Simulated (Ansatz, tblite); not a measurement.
Removing and adding an electron: the cluster Rb₂Br. Charge 0, multiplicity 2. Geometry: PBE0-D4/def2-TZVP. Ansatz, gas phase; energy differences of separate SCF runs; the oxidised species is a singlet (the triplet lies 4.56 eV higher at PBE0-D4/def2-TZVP); the reduced species is a singlet (the triplet lies 0.03 eV higher at PBE0-D4/def2-TZVPD).

```xyz
3

Rb   -0.064    2.306   -0.337
Rb   -1.408   -1.839    0.265
Br    1.472   -0.467    0.072
```

In the def2 sets Rb takes a core potential; there is no spin–orbit coupling. The xTB rows come from tblite. Correlated methods freeze 9 core orbitals; core or outer-core shells of Rb, Br are correlated, in sets that lack core-valence functions. The structure comes from a short search, and lower isomers may exist.

```tsv
level	−HOMO (eV)	vertical IE (eV)	−LUMO (eV)	vertical EA (eV)	HOMO–LUMO gap (eV)	IE − EA (eV)	remarks
GFN1-xTB	–	10.71	–	8.52	–	2.18	–
GFN2-xTB	–	9.51	–	2.91	–	6.60	–
HF/def2-TZVPP	–	3.46	–	–	–	–	–
PBE-D4/def2-TZVP	2.36	3.98	1.80	–	0.56	–	–
PBE-D4/def2-TZVPD	2.35	–	1.79	0.69	0.56	–	HOMO above zero (-1 singlet), restricted SCF unstable in HF (-1 singlet)
r2SCAN-D4/def2-TZVP	2.31	3.79	1.53	–	0.79	–	–
PBE0-D4/def2-TZVP	2.71	3.90	1.23	–	1.48	–	–
PBE0-D4/def2-TZVPD	2.70	–	1.22	0.58	1.48	–	HOMO above zero (-1 singlet), restricted SCF unstable in HF (-1 singlet)
MP2/def2-TZVPD	–	–	–	0.46	–	–	restricted SCF unstable (-1 singlet)
MP2/def2-TZVPP	–	3.69	–	–	–	–	–
CCSD/def2-TZVPD	–	–	–	0.57	–	–	large T1 (0.024) (-1 singlet), restricted SCF unstable (-1 singlet)
CCSD/def2-TZVPP	–	3.72	–	–	–	–	–
CCSD(T)/def2-TZVPD	–	–	–	0.66	–	–	large T1 (0.024) (-1 singlet), restricted SCF unstable (-1 singlet)
CCSD(T)/def2-TZVPP	–	3.73	–	–	–	–	–
```

Relaxing the oxidised species (PBE0-D4/def2-TZVP) changes its energy by -0.61 eV at PBE0-D4/def2-TZVP, so the adiabatic ionisation energy to this nearest minimum is 3.28 eV. At PBE-D4/def2-TZVP it is 3.39 eV.  Run but left out: HF/def2-TZVPD (charge -1 singlet: restricted singlet, unstable towards broken spin symmetry); r2SCAN-D4/def2-TZVPD (charge -1 singlet: restricted singlet with a triplet 0.00 eV lower at the same geometry).   A HOMO above zero means that the electron is unbound at that level or that self-interaction error raises the level; the energy of removing that electron tells which. HOMO and LUMO are the levels of the spin that leaves or enters (xTB has no such levels and no spin-polarisation term). Other spin states of the ions may lie lower, which would lower the ionisation energy or raise the affinity. Raw xTB energy differences between charge states are shifted by several eV; the methods need an empirical correction for them.
